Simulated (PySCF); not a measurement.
**Stretching CaPb**

Set-up: PySCF, scalar-relativistic core potentials, basis sets Ca def2-SVP, Pb def2-SVP with ECP60. Energies in eV from Ca + Pb in their ground configurations at the same level. State: triplet, unpaired electrons π ↑↑.

```csv
R (Å),ROHF-MP2
2.637,-0.1285
2.759,-0.4674
2.882,-0.6661
2.974,-0.7486
3.066,-0.7892
3.158,-0.7988
3.281,-0.7780
3.434,-0.7194
3.618,-0.6273
3.863,-0.4992
```

Task: Put a parabola through the three lowest points of the ROHF-MP2 curve and estimate Re, k and ωe (reduced mass 33.52 u; 1 eV/Å² = 0.16022 mdyn/Å; ωe = 1302.8·√(k/μ) cm⁻¹).

Result: Through R = 3.066, 3.158, 3.281 Å the second-order coefficient is 1.27 eV/Å², so Re ≈ 3.153 Å, k ≈ 0.408 mdyn/Å and ωe ≈ 144 cm⁻¹. A polynomial fit of higher order to the unrounded ROHF-MP2 energies gives Re = 3.146 Å, k = 0.439 mdyn/Å, ωe = 149 cm⁻¹; anharmonicity and rounding make the difference.

The higher-order fit for each curve: ROHF-MP2: Re = 3.146 Å, ωe = 149 cm⁻¹, De = 0.80 eV.

Correlated steps freeze 9 core orbitals. Correlated levels converge slowly with the basis: in double zeta they bind strong bonds too weakly, by up to about 1 eV, and carry superposition errors of some tenths. These are scalar-relativistic numbers at best; spin–orbit coupling would shift them, the dissociation energy most. The state is the lowest determinant that a PBE0 search found; another state may lie lower at other levels.
